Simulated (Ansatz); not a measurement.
Consider the ligand exchange at a Ge–S bond: `[SiH3][S][GeH3]` + `C=C[SiH2]S` → `C=C[SiH2][S][GeH3]` + `[SiH3]S`.

Isolated molecules relaxed with PBE0-D4/def2-TZVP in Ansatz; ΔE leaves out vibrations. CCSD(T)/CBS adds triple-zeta CCSD(T) − MP2 to the extrapolated MP2 energy (def2 sets, frozen cores). For Ge outer-core shells are correlated without core-valence functions, which leaves a few kJ/mol of doubt a bond. Scalar relativity is left out up to krypton. One conformer a species, not always the lowest.

```csv
species,SCS-MP2/def2-TZVPP energy (Eh)
`[SiH3][S][GeH3]`,-2765.95767
`C=C[SiH2]S`,-766.39184
`C=C[SiH2][S][GeH3]`,-2843.18782
`[SiH3]S`,-689.16185
```

(1) Work out ΔE.

Largest T1 diagnostic among the species: 0.012.

Results:

(1) ΔE = (-2843.18782) + (-689.16185) − (-2765.95767) − (-766.39184) = -0.00016 Eh = 0.00 eV. CCSD(T)/CBS gives -0.01 eV.

In def2-TZVPP, CCSD(T) changes the Hartree–Fock value by −0.07 eV (the triples alone add −0.01 eV) and MP2 by −0.08 eV. Leaving LDA and LC-ωPBE aside and taking each functional with its dispersion term where it has one, the values, not all of them listed here, spread over 0.05 eV, from revPBE-D4 to B2PLYP. LDA lies −0.05 eV from PBE without D4. The D4 term adds −0.07 eV with B3LYP and −0.04 eV with PBE0; it sums over pairs of atoms, weighted by their polarisabilities, and B3LYP, whose exchange is more repulsive, gets the larger term.

B3LYP here is the variant with VWN-RPA as its local correlation; programs differ in this.
